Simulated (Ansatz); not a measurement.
Two members of one family (Ge23H32 nanocrystal and its variants), computed with Ansatz in the gas phase. The two geometries come from different levels. HOMO and LUMO are taken over both spins. Binding counts from free atoms in the multiplicity of their measured ground term, without zero-point energy. Sets without diffuse functions give affinities that are too small. The spins of the ions were chosen, not always searched. A dash marks a value that wasn't run or was left out as unsound. The structures are stationary points that may keep the symmetry of their start. Remarks come from the PBE and PBE0 runs and from stability tests at other levels; not every state was tested. A HOMO above zero means that the electron is unbound at that level and held by the basis, or that self-interaction error raises the level; the energy of removing that electron tells which. HOMO above LUMO (over both spins in singlets and doublets, within one spin in higher multiplets; at PBE or PBE0), or a gap under 0.15 eV within one spin, warns that the state may not be the lowest or that an electron is smeared out.

First: Ge23H32 (singlet, charge 0, PBE-D4/def2-SVP geometry).

Cartesian coordinates in Å:
```
Ge -3.726 -2.664 -1.701
Ge 2.921 -2.658 -2.774
Ge 2.955 1.807 -2.297
Ge -3.908 1.361 -1.105
Ge -0.551 3.482 -1.444
Ge -0.414 -0.454 -1.989
Ge -0.795 -2.940 1.109
Ge 2.445 -0.698 0.813
Ge -1.036 1.059 1.702
Ge 2.336 3.318 1.266
Ge 1.696 0.461 4.671
Ge 0.518 -2.408 -3.140
Ge -2.845 -0.468 -2.340
Ge -3.166 -3.264 0.605
Ge 0.543 1.685 -2.711
Ge 3.488 -2.563 -0.395
Ge 3.385 1.445 0.087
Ge -2.961 3.484 -1.873
Ge -3.453 1.164 1.291
Ge -0.090 3.193 0.951
Ge 0.021 -0.738 0.410
Ge 2.858 -1.105 3.197
Ge -0.672 0.632 4.088
H -5.275 -2.681 -1.874
H -3.134 -3.739 -2.661
H 3.398 -4.022 -3.360
H 3.671 -1.531 -3.537
H 3.457 3.230 -2.690
H 3.726 0.773 -3.168
H -5.450 1.338 -1.362
H 0.068 4.845 -1.896
H 0.041 -4.019 0.359
H -0.540 -3.130 2.635
H 2.851 4.653 0.645
H 2.711 3.318 2.777
H 2.354 1.864 4.569
H 1.831 -0.017 6.148
H 0.197 -2.336 -4.663
H -0.210 -3.663 -2.570
H -3.122 -0.250 -3.863
H -3.546 -4.756 0.847
H -4.009 -2.400 1.584
H 0.254 1.884 -4.234
H 5.036 -2.477 -0.226
H 3.019 -3.886 0.282
H 4.925 1.443 0.354
H -3.229 3.673 -3.396
H -3.625 4.673 -1.117
H -4.019 2.419 2.027
H -4.153 -0.090 1.890
H -0.788 4.350 1.736
H 2.358 -2.547 3.515
H 4.391 -1.069 3.475
H -1.371 -0.721 4.423
H -1.367 1.740 4.934
```

```json
{"level": "PBE-D4/def2-SVP", "HOMO (eV)": "-5.90", "LUMO (eV)": "-1.92", "gap (eV)": "3.98", "vertical IE (eV)": "7.34", "vertical EA (eV)": "0.67", "binding per atom (eV)": "2.92"}
{"level": "r2SCAN-D4/def2-SVP", "HOMO (eV)": "-6.15", "LUMO (eV)": "-1.81", "gap (eV)": "4.34", "vertical IE (eV)": "–", "vertical EA (eV)": "–", "binding per atom (eV)": "2.94"}
{"level": "PBE0-D4/def2-SVP", "HOMO (eV)": "-6.81", "LUMO (eV)": "-1.26", "gap (eV)": "5.55", "vertical IE (eV)": "7.80", "vertical EA (eV)": "0.44", "binding per atom (eV)": "2.92"}
```

Remarks: gap within one spin near zero at PBE or PBE0 (+1 doublet), HOMO above zero (-1 doublet), gap within one spin near zero at PBE or PBE0 (-1 doublet).

Second: GaGe22H32, Ga on an inner site (doublet, charge 0, r2SCAN-D4/def2-SVP geometry; oxidised ion singlet, reduced ion singlet).

```xyz
55

Ge    2.5801    0.5430   -4.0245
Ge    4.2404   -0.5244    2.4620
Ge    0.6186    2.0066    3.6683
Ge   -0.7254    2.7085   -3.0926
Ge   -1.6062    3.3592    0.6834
Ge    1.5867    1.1177   -0.1059
Ge    1.2603   -2.5628   -1.8823
Ge    0.3588   -1.5870    1.9924
Ge   -2.1248   -0.2590   -0.9258
Ge   -2.9278    0.4908    2.9899
Ge   -3.2337   -3.5452    1.0472
Ge    3.9296    0.6509    0.3647
Ge    1.5122    2.0242   -2.4160
Ge    1.5430   -1.6470   -4.1141
Ge    0.6670    2.8159    1.3789
Ge    2.6011   -2.3053    2.6203
Ge   -0.6435   -0.0690    3.6133
Ge   -1.5410    4.3734   -1.5235
Ge   -2.2954    0.8533   -3.0866
Ge   -2.9747    1.3381    0.7093
Ga    0.1659   -0.9273   -0.4461
Ge   -0.9167   -3.6906    1.7635
Ge   -3.5151   -2.2533   -0.9872
H     2.5097    1.2391   -5.4007
H     4.0688    0.4129   -3.6465
H     5.6676   -1.0991    2.5508
H     4.0511    0.4533    3.6341
H    -0.0962    3.0316    4.5765
H     2.0387    1.7843    4.2224
H    -0.6055    3.3207   -4.5090
H    -2.1849    4.3648    1.7080
H     2.6664   -2.9437   -1.3671
H     0.4720   -3.8816   -2.0303
H    -3.4245    1.5970    3.9483
H    -3.8518   -0.7289    3.1677
H    -4.0613   -2.9364    2.1913
H    -3.7248   -4.9935    0.8416
H     4.7169    1.9783    0.3722
H     4.4817   -0.2200   -0.7815
H     2.3690    3.3146   -2.3002
H     2.3936   -2.5632   -5.0180
H     0.1628   -1.4904   -4.7803
H     1.5588    4.0764    1.2709
H     2.5652   -2.8796    4.0525
H     3.0021   -3.4452    1.6638
H    -0.6082   -0.7620    4.9967
H    -0.6140    5.6057   -1.5026
H    -2.9526    4.8404   -1.9355
H    -3.7193    1.4086   -3.3069
H    -1.9885   -0.1298   -4.2334
H    -4.4283    1.7431    0.3628
H    -0.1220   -4.5687    0.7765
H    -0.8446   -4.3719    3.1532
H    -3.0472   -3.1286   -2.1683
H    -5.0100   -1.9390   -1.1976
```

Estimate how these quantities change from the first to the second (second minus first).


| level | Δ HOMO (eV) | Δ LUMO (eV) | Δ gap (eV) | Δ vertical IE (eV) | Δ vertical EA (eV) | Δ binding per atom (eV) |
| --- | --- | --- | --- | --- | --- | --- |
| PBE-D4/def2-SVP | 0.60 | -3.03 | -3.62 | -0.51 | 2.82 | -0.04 |
| r2SCAN-D4/def2-SVP | 0.53 | -3.16 | -3.69 | – | – | -0.04 |
| PBE0-D4/def2-SVP | 0.56 | -3.28 | -3.84 | -0.58 | 3.24 | -0.04 |
